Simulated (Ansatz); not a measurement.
Ansatz (a quantum-chemistry and plane-wave program) input (CCSD(T)/cc-pVTZ):

Ansatz 0.2 input:
```yaml
crystal:
  periodic: [false, false, false]
  atoms:
    - {symbol: Si, position_ang: [-0.06661811, 0.14775166, -0.99323827]}
    - {symbol: N, position_ang: [-1.48490035, 0.66751569, -0.17870255]}
    - {symbol: Si, position_ang: [-2.63564083, -0.29452578, 0.68961141]}
    - {symbol: O, position_ang: [1.20748907, -0.01716644, 0.02077144]}
    - {symbol: Si, position_ang: [2.80362946, -0.13360158, 0.34760054]}
    - {symbol: H, position_ang: [-0.34105705, -1.17083243, -1.59740875]}
    - {symbol: H, position_ang: [0.28273854, 1.16326894, -2.01117975]}
    - {symbol: H, position_ang: [-1.59110156, 1.66973800, -0.09215775]}
    - {symbol: H, position_ang: [-4.01975471, -0.00344039, 0.24402382]}
    - {symbol: H, position_ang: [-2.30653548, -1.70984488, 0.41433670]}
    - {symbol: H, position_ang: [-2.57993080, -0.05470929, 2.15280621]}
    - {symbol: H, position_ang: [3.01107213, 0.12140710, 1.78963268]}
    - {symbol: H, position_ang: [3.56342773, 0.86408471, -0.44295410]}
    - {symbol: H, position_ang: [3.29634398, -1.48969020, 0.01201604]}
basis:
  gaussian:
    orbitals: cc-pVTZ
magnetization: {spin_polarized: false}
correlation: {method: ccsd_t, electrons: outside_noble_gas}
```

End of the output:

```
integrals: 2.33 GiB planned
1641 factors; integrals over basis functions are off by at most 1.3e-3 eV
1.57 GiB of device memory are held for the factors and their scratch space
mean field: 1.68 GiB planned
mean field evaluation 1: about -27249.5090 eV, gradient 4.7e1 eV
mean field evaluation 2: about -27249.8304 eV, gradient 4.8e1 eV
mean field evaluation 4: about -27254.7178 eV, gradient 4.3e0 eV
mean field evaluation 8: about -27254.7863 eV, gradient 2.5e-1 eV
mean field evaluation 16: about -27249.5056 eV, gradient 4.7e1 eV
mean field -27254.78648100 eV, -1001.5949292189 hartree, gradient 1.3e-6 eV, S^2 0.000000; 0 other end points of the search recorded, 0 dependent functions left out
17 core orbitals not correlated
reference -27254.78648100 eV, -1001.5949292189 hartree; 16, 16 occupied and 255, 255 virtual orbitals, 1641 factors
second order -22.34129682 eV of doubles, -0.00000000 eV of singles
coupled cluster: 19.02 GiB planned
cycle   1  -23.25470384 eV  change   -9.1e-1 eV  update   1.1e-1
cycle   2  -23.92425319 eV  change   -6.7e-1 eV  update   3.2e-2
cycle   3  -24.04740676 eV  change   -1.2e-1 eV  update   1.5e-2
cycle   4  -24.03312380 eV  change    1.4e-2 eV  update   3.4e-3
cycle   5  -24.03278241 eV  change    3.4e-4 eV  update   1.5e-3
cycle   6  -24.03309143 eV  change   -3.1e-4 eV  update   3.9e-4
cycle   7  -24.03284227 eV  change    2.5e-4 eV  update   1.5e-4
cycle   8  -24.03283083 eV  change    1.1e-5 eV  update   4.9e-5
cycle   9  -24.03285496 eV  change   -2.4e-5 eV  update   1.9e-5
perturbative correction -0.82245592 eV, -0.0302246975 hartree
Total energy: -27279.64179188 eV, -1002.5083450462 hartree
```
